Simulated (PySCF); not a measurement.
## From computed data to an observable: chemical shift, span and skew from a shielding tensor

C₂H₈BN, SMILES NB(C)C. Atoms are numbered in the order given.

```xyz
12

B      0.0000     0.0000     0.0551
C      1.3807     0.0000    -0.7318
H      1.4486     0.8807    -1.3957
H      1.4486    -0.8807    -1.3957
H      2.2729     0.0000    -0.0832
C     -1.3807     0.0000    -0.7318
H     -1.4486     0.8807    -1.3957
H     -2.2729     0.0000    -0.0832
H     -1.4486    -0.8807    -1.3957
N      0.0000     0.0000     1.4599
H     -0.8478     0.0000     2.0179
H      0.8478     0.0000     2.0179
```
Charge 0, spin multiplicity 1.

Geometry: TPSSh-D3(BJ)/def2-SVP. One conformer was computed; it need not be the lowest.

GIAO shieldings from PBE/pcSseg-1 (PySCF), non-relativistic, no solvent. The symmetric part of the tensor of C2 has the principal values 162.5, 169.9, 189.1 ppm. The same nucleus in TMS has σ = 182.0 ppm at this level (PySCF, at its B3LYP-D3(BJ)/def2-TZVP geometry).

### Question
Work out the isotropic shielding, the ¹³C shift against TMS, the span and the skew.

### Answer

σ(iso) = (σ11 + σ22 + σ33)/3 = 173.8 ppm. δ = σ(ref) − σ(iso) = 182.0 − (173.8) = 8.2 ppm.
Span Ω = σ33 − σ11 = 26.6 ppm. Skew κ = 3(σ(iso) − σ22)/Ω = 0.44. Tumbling in solution averages the tensor to δ; in a static solid the shielding alone would spread this spin-1/2 line over Ω.
